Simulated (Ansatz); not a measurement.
Isolated molecules relaxed with PBE0-D4/def2-TZVP in Ansatz; ΔE leaves out vibrations. CBS: MP2 limit from def2 TZ/QZ plus the TZ coupled-cluster correction, frozen cores. Functionals use def2-TZVPP. For Ga, Se outer-core shells are correlated without core-valence functions, which leaves a few kJ/mol of doubt a bond. Scalar relativity is left out up to krypton. Each species was taken in one conformer, which may not be the lowest.

Reaction (cleavage of the Si–Si bond): `O[SiH]([SiH3])[SeH]` + `[OH][Ga]([Cl])[Cl]` → `[SiH3][O][Ga]([Cl])[Cl]` + `O[SiH2][SeH]`

| level | ΔE (eV) |
| --- | --- |
| PBE0 | -0.83 |
| CCSD/def2-TZVPP | -1.08 |

(1) What does CCSD(T)/CBS give? (An estimate is asked.)

Largest T1 diagnostic among the species: 0.012.

## Answers

(1) Ansatz gave: -1.01 eV. The listed levels differ from it by 0.18, -0.07 eV.

In def2-TZVPP, CCSD(T) changes the Hartree–Fock value by +0.33 eV (the triples alone add +0.05 eV) and MP2 by +0.26 eV. From PBE to PBE0 (25 % exact exchange), in def2-TZVPP and without D4, ΔE moves by −0.12 eV.
